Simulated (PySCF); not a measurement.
Species: C7H9NOS.
Geometry (GFN2-xTB, Å), atoms numbered from 1 in this order:
```
atom  x, y, z in Å
C1    -1.9743   -0.6421    0.4762
C2    -0.6843    0.0873    0.1590
C3    -0.7767    1.5860    0.3936
C4    -0.1437   -0.2336   -1.2351
C5     1.3410   -0.1691   -1.1750
C6     1.8844   -0.2475    0.0365
C7     3.2342   -0.2179    0.3869
N8     4.3333   -0.1734    0.7161
S9     0.6293   -0.5264    1.3610
O10    0.4856   -1.9776    1.4343
H11   -2.7139   -0.4827   -0.3065
H12   -1.7747   -1.7097    0.5608
H13   -2.3889   -0.2979    1.4213
H14    0.1739    2.0694    0.1751
H15   -1.0342    1.7914    1.4304
H16   -1.5424    2.0279   -0.2420
H17   -0.4373   -1.2467   -1.5304
H18   -0.5404    0.4543   -1.9857
H19    1.9194   -0.0825   -2.0838
```

Definitions: NICS(0) = −σiso at the ring centroid; NICS(1) = −σiso and NICS(1)zz = −σzz at ±1 Å along the ring normal z. Level: GIAO PBE0/pcSseg-1 (PySCF, non-relativistic, gas phase) on the GFN2-xTB geometry, one conformer.

Ring bond lengths (Å), with Mayer bond orders in brackets: C2–C4 1.529 (0.93), C4–C5 1.487 (1.06), C5–C6 1.330 (1.71), C6–S9 1.846 (0.83), S9–C2 1.883 (0.81).

Task: What do the NICS probes read (ppm)?

Result: 
| ring | type | NICS(0) | NICS(1), two faces | NICS(1)zz, two faces | rms pucker (Å) | centre to ring atoms, mean (Å) |
| --- | --- | --- | --- | --- | --- | --- |
| C2–C4–C5–C6–S9 | 5-membered ring with S; formal bonds 1 double, 4 single | -2.4 | -1.2 / -4.7 | -0.3 / -5.0 | 0.15 | 1.35 |

Task: What do they say, and how far can they be read as aromaticity?

Result: 
- C2–C4–C5–C6–S9: mean NICS(1)zz -2.7 ppm, near zero. C2, C4 have four or more neighbours, so the value isn't read as a sign of a π ring current. The two faces differ by 4.7 ppm, so no symmetry operation interchanges them.

Task: What is the mean of the two in-plane components of NICS at the second NICS(1) probe listed for ring C2–C4–C5–C6–S9, 1 Å off the ring?

Result: The isotropic value is a third of the trace: (3 × -4.7 − (-5.0))/2 = -4.6 ppm.

Task: What are the shieldings of the ring atoms and their hydrogens in the same run (means over atoms taken as equivalent)?

Result: 
```
atoms                      environment  σ isotropic (ppm)  principal values of the symmetric part, first atom (ppm)
   C2       sp3 carbon bound to sulfur              118.7                                        89.0, 113.5, 153.5
   C4                   allylic carbon              135.4                                       107.1, 134.9, 164.3
   C5                 alkene CH carbon               22.5                                        -89.4, 20.2, 136.5
   C6  fully substituted alkene carbon               50.9                                        -42.0, 72.1, 122.6
   S9                  sulfinyl sulfur               69.5                                        -80.9, 72.6, 217.0
  H17               methylene hydrogen              28.26                                          24.5, 27.2, 33.0
  H18               methylene hydrogen              29.11                                          25.0, 28.0, 34.4
  H19                 vinylic hydrogen              24.39                                          22.8, 24.0, 26.3
```

Hardware: one thread, Arm Neoverse V2 (aarch64), shared host with 96 logical CPUs at a one-minute load of 66. Cost: 49 s, 1.0 GiB resident at most. This is the whole shielding run at PBE0/pcSseg-1, SCF included.
